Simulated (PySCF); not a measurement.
This script is equivalent to a calculation on Ga⁺ (gallium, charge +1).

```python
from pyscf import gto, scf, dft, mp, cc
import basis_set_exchange as bse
txt = bse.get_basis("cc-pVDZ-PP", elements=["Ga"], fmt="nwchem", header=False)
cut = txt.index("\nECP")
mol = gto.M(atom="Ga 0 0 0", charge=1, spin=0, symmetry="D2h",
            basis=gto.basis.parse(txt[:cut]),
            ecp={"Ga": gto.basis.parse_ecp(txt[cut:])})
mf = dft.UKS(mol, xc="PBE0")
mf.irrep_nelec = {'Ag': (4, 4), 'B1g': (1, 1), 'B2g': (1, 1), 'B3g': (1, 1), 'B1u': (1, 1), 'B2u': (1, 1), 'B3u': (1, 1)}
mf.kernel()
```

Task: What total energy does it give?

Result: -259.183 hartree (calculated).

Task: Which occupied shell lies highest, and where?

Result: 4s, at -17.152 eV.

Energies and moments cover only the electrons outside the core potential.
